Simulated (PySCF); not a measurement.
CHCl2F3Si, SMILES Cl[SiH](C(F)(F)F)Cl. Heavy atoms are numbered as in [SiH:1]([Cl:2])([Cl:3])[C:4]([F:5])([F:6])[F:7]. Hydrogens are named by the atom that carries them.

Geometry optimised at ωB97X-D3(BJ)/def2-SVP.

Calculation: PySCF with PBE/def2-TZVP.

ESP charges are fitted to the potential on shells at 1.4 to 2.0 van der Waals radii. Atomic charges (e), one atom of each kind:

| atom | ESP fit | Löwdin |
|---|---|---|
| Si1 (SiH) | -0.08 | [?] |
| Cl2 | -0.01 | [?] |
| C4 | 0.38 | -0.84 |
| F5 | -0.13 | 0.22 |
| H on Si1 | 0.09 | [?] |

Q: Fill in the missing entries. (Estimate from the structure and the level; the computed values follow.)

A: 
- Si1 (SiH), Löwdin: -0.37
- Cl2, Löwdin: 0.30
- H on Si1, Löwdin: -0.02

Computed Mayer and Wiberg (Löwdin basis) orders of the bonds:
```csv
bond,Mayer,Wiberg
Si1–Cl2,1.24,1.91
Si1–Cl3,1.24,1.91
Si1–C4,0.90,1.00
C4–F5,1.15,1.81
C4–F6,1.13,1.79
C4–F7,1.13,1.79
```
